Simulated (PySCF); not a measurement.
Electronic structure of Li (lithium, neutral) at the B3LYP level

Configuration: [He] 2s1, 2S determinant. Computed with PySCF 2.14 in x2c-TZVPall, with scalar relativity by spin-free X2C-1e.

```json
{
  "Total energy": "-7.4935 hartree",
  "One-electron energy": "-9.7214 hartree",
  "Hartree (Coulomb) energy": "4.0648 hartree",
  "Exchange-correlation energy": "-1.8369 hartree",
  "⟨S²⟩": "0.7500",
  "⟨L²⟩": "0.000",
  "Sum of ⟨r⟩": "4.921 bohr",
  "Sum of ⟨r²⟩": "17.67 bohr²",
  "Langevin diamagnetic susceptibility": "-14.0 ×10⁻⁶ cm³/mol",
  "Time after the integrals": "0.05 s of wall time on 1 thread of Neoverse-V1 (shared host)"
}
```

```
shell  electrons  mean orbital energy (hartree)  rms radius, mean of both spins (bohr)
 1s α          1                       -2.03402                                  0.679
 1s β          1                       -2.02463                                  0.679
 2s α          1                       -0.13404                                   4.09
```
